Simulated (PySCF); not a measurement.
## Shapes and spin states of TiH2

These are results of PBE in PySCF with Ti def2-TZVP, H def2-TZVP; no relativity; density-fitted integrals, not measurements.

Relaxations began from a few typed shapes and spin states; open shells are unrestricted. The search is not exhaustive: other isomers or separated fragments can lie lower, and high-lying points may rest on an excited occupation.

**Question.** Order these stationary points by electronic energy, lowest first, in kJ/mol from the lowest minimum.
A. triplet C2v: Ti–H 1.748 Å (×2); H–Ti–H 118.4°
B. triplet D∞h: Ti–H 1.835 Å (×2); H–Ti–H 180.0°
C. broken-symmetry Ms = 0 (⟨S²⟩ 1.00) C2v: Ti–H 1.739 Å (×2); H–Ti–H 120.2°

**Answer.** A (0.0), C (36.1), B (67.4).

**Question.** Which of them are minima?

**Answer.** By energy in kJ/mol, 0.0: minimum; 36.1: minimum; 67.4: saddle point, 2 imaginary modes.

Formally Ti is in oxidation state +2, d2, with 2 unpaired electrons (the high-spin count). The Mulliken spin on Ti is 2.18. The polar-tensor charge on Ti, 0.79, is far below the formal one.

For the lowest minimum: with open d or f shells other occupations or spin states may lie lower.

The electron or spin density has lower symmetry than the nuclear frame for the triplet D∞h at 67.4 kJ/mol.
